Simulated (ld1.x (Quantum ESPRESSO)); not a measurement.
# Pseudopotential generation for Fe: RRKJ, PBE, scalar-relativistic.

* Element: iron
* Generator: ld1.x (Quantum ESPRESSO) 7.5
* Type: norm-conserving RRKJ (Kleinman–Bylander form)
* Functional: PBE
* Relativity: scalar-relativistic
* Frozen core: [Ne]
* Valence charge: 16
* Reference configuration: 3s2 3p6 3d6.5 4s1.5 4p0
* Partial waves: 3s (bound): rc 1.00 bohr; 3p (bound): rc 0.80 bohr; 3d (bound): rc 1.65 bohr
* Local potential: all-electron potential smoothed inside 1.15 bohr (lloc = -1)
* Core correction: none

Occupied shells without a wave of their own: 4s. They enter only through the test configuration that unscreens the potential.

Estimate the cutoffs (Ry, on a coarse ladder) from which the occupation-weighted sum of valence levels, in a spherical-Bessel basis at the reference potential, stays within 10 and 1 mRy of its value at 400 Ry.

230 Ry and over 300 Ry.

What does a ghost test show?

No extra level below or beside the all-electron valence levels (s, p, d, f tested).

Which valence shell sets the plane-wave cutoff?

3p: its level needs 230 Ry to come within 1 mRy, against 120 Ry for 3s.

Tests: 3s2 3p6 3d6 4s2 4p0; 3s2 3p6 3d6 4s1 4p0; 3s2 3p6 3d6 4s0 4p0; 3s2 3p5 3d6 4s2 4p0; 3s2 3p6 3d5 4s0 4p0; 3s2 3p6 3d6 4s0 4p1; 3s2 3p6 3d7 4s1 4p0. Which has the largest error in its energy relative to the reference configuration, and how large is it?

3s2 3p5 3d6 4s2 4p0, with -359 meV (all-electron minus pseudo) on +68.41 eV.
